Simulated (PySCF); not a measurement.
## Electronic structure of Ru (ruthenium, neutral) at the UHF level

Configuration: [Kr] 4d6 5s1 5p1, one real determinant (an excited configuration). Computed with PySCF 2.14 in x2c-TZVPPall with one added diffuse shell each of s, p, d, f type (9s7p7d3f1g, 95 functions), with scalar relativity by spin-free X2C-1e.

```
Total energy                                                  : -4527.927766 hartree
One-electron energy                                           : -6239.1720 hartree
Hartree (Coulomb) energy                                      : 1843.7461 hartree
Exchange energy                                               : -132.5018 hartree
⟨S²⟩                                                          : 12.0028
⟨L²⟩                                                          : 8.067
Sum of ⟨r⟩                                                    : 33.72 bohr
Sum of ⟨r²⟩                                                   : 64.34 bohr²
Traceless quadrupole moment −½Σ⟨3z² − r²⟩ along its main axis : -8.53 e·bohr²
Langevin diamagnetic susceptibility                           : -51.0 ×10⁻⁶ cm³/mol
```

```tsv
shell	electrons	mean orbital energy (eV)	spread (eV)	rms radius, mean of both spins (bohr)
1s α	1	-22239.0	0	0.0384
1s β	1	-22238.9	0	0.0384
2s α	1	-3281.9	0	0.158
2s β	1	-3280.8	0	0.158
2p α	3	-2934.3	0.291	0.140
2p β	3	-2933.2	0.066	0.140
3s α	1	-616.52	0	0.428
3s β	1	-615.85	0	0.428
3p α	3	-499.09	0.565	0.432
3p β	3	-498.37	0.261	0.432
3d α	5	-310.17	0.608	0.419
3d β	5	-308.64	1.056	0.419
4s α	1	-101.78	0	1.09
4s β	1	-95.144	0	1.09
4p α	3	-67.040	1.470	1.21
4p β	3	-58.678	1.503	1.21
4d α	5	-16.474	1.526	1.71
4d β	1	-12.612	0	1.71
5s α	1	-9.670	0	3.44
5p α	1	-5.177	0	4.52
```

⟨L²⟩ = 8.07 against 12 for a pure F term, so this real determinant mixes terms.

Densities and radii are taken from the X2C orbitals without a picture-change correction, which distorts them close to the nucleus.

Spin-orbit constants ζ (cm⁻¹) from the X2C one-electron operator on these orbitals: bare nucleus, nucleus screened by l(l+1)(2l+1)/3 electrons, and screened by the Breit-Pauli mean field of the electrons.

```json
{"shell": "2p", "bare": "709500", "screened nucleus": "677200", "mean field": "n/a"}
{"shell": "3p", "bare": "122000", "screened nucleus": "116500", "mean field": "n/a"}
{"shell": "3d", "bare": "17540", "screened nucleus": "13560", "mean field": "n/a"}
{"shell": "4p", "bare": "17300", "screened nucleus": "16520", "mean field": "n/a"}
{"shell": "4d", "bare": "1413", "screened nucleus": "1092", "mean field": "n/a"}
{"shell": "5p", "bare": "959.8", "screened nucleus": "916.2", "mean field": "n/a"}
```

To first order the Landé constant is A = -70.41 cm⁻¹, so the lowest level has J = 6 and lies 0.0786 eV below the centre of the term. This holds in LS coupling only.
